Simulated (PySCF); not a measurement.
AlCl₃, SMILES [Cl][Al-]([Cl])[Cl], charge -1, multiplicity 2. Atoms are numbered in the order given.

```xyz
4

Al     0.0000     0.0000    -0.6478
Cl     1.7943     1.0359     0.1651
Cl     0.0000    -2.0718     0.1651
Cl    -1.7943     1.0359     0.1651
```
Charge -1, spin multiplicity 2.

The structure is a stationary point at TPSSh-D3(BJ)/def2-SVPD.

Two levels are set side by side: PBE/pcH-1 (PySCF) and B3LYP/pcH-1 (PySCF). Contact hyperfine couplings, same geometry. Differences are taken from unrounded values.

```
quantity                         B3LYP
------------------------------  ------
A(iso) of 27Al, atom Al1 (MHz)  1332.5
A(iso) of 35Cl, atom Cl2 (MHz)    43.5
A(iso) of 35Cl, atom Cl3 (MHz)    43.5
A(iso) of 35Cl, atom Cl4 (MHz)    43.5
```

Q: What does PBE give, and how far is it from B3LYP? (The exact figures need the calculation; the answer reports its results.)

A: 
```tsv
quantity	PBE	PBE minus B3LYP
A(iso) of 27Al, atom Al1 (MHz)	1222.1	-110.5
A(iso) of 35Cl, atom Cl2 (MHz)	40.5	-3.0
A(iso) of 35Cl, atom Cl3 (MHz)	40.5	-3.0
A(iso) of 35Cl, atom Cl4 (MHz)	40.5	-3.0
```

Rough cost on one machine, each run with all the roots and properties that it gave: B3LYP against PBE within a factor of 2.
